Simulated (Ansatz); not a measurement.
Relaxation of C2H8BN (12 atoms, charge 0, multiplicity 1), to a largest force component of 0.02 eV/Å in at most 40 steps.

These are results of RKS B3LYP/6-31G* in Ansatz, not measurements.

```xyz
12
Properties=species:S:1:pos:R:3
B 0.000 0.000 0.000
C 0.000 0.000 1.600
H -1.000 -0.309 1.970
H 0.768 -0.711 1.970
H 0.232 1.020 1.970
C 1.386 0.000 -0.800
H 1.715 -1.046 -0.970
H 1.249 0.508 -1.777
H 2.155 0.538 -0.208
N -1.342 0.000 -0.775
H -2.011 -0.816 -0.676
H -1.591 0.816 -1.404
```

Question: Where does it end, and by what steps?

Answer: It converged. The force dipped under the threshold on the way, but the program's further checks kept it going. After 12 steps the energy has fallen by 1.361 eV; H11 moved furthest, 0.89 Å.

```tsv
step	energy less start (eV)	largest force component (eV/Å)	accepted
0	0.0000	2.088	yes
1	-0.5974	1.426	yes
2	-0.9942	1.336	yes
3	-1.2171	0.553	yes
4	-1.3366	0.218	yes
5	-1.3546	0.098	yes
6	-1.3589	0.026	yes
7	-1.3591	0.168	yes
8	-1.3604	0.029	yes
9	-1.3608	0.007	yes
10	-1.3610	0.046	yes
11	-1.3608	0.034	no
12	-1.3612	0.010	yes
```

```xyz
12
Properties=species:S:1:pos:R:3
B -0.034 0.005 -0.019
C -0.045 -0.164 1.561
H -1.049 -0.260 1.995
H 0.532 -1.048 1.866
H 0.443 0.692 2.048
C 1.333 0.133 -0.820
H 1.962 -0.755 -0.663
H 1.209 0.262 -1.903
H 1.924 0.984 -0.452
N -1.251 0.041 -0.719
H -2.153 -0.037 -0.269
H -1.311 0.147 -1.723
```

Whether the end is a true minimum wasn't checked by a vibrational analysis.

Time of the run: 36 s on 1 thread of Arm Neoverse V2 (shared host), peak memory 0.14 GiB.
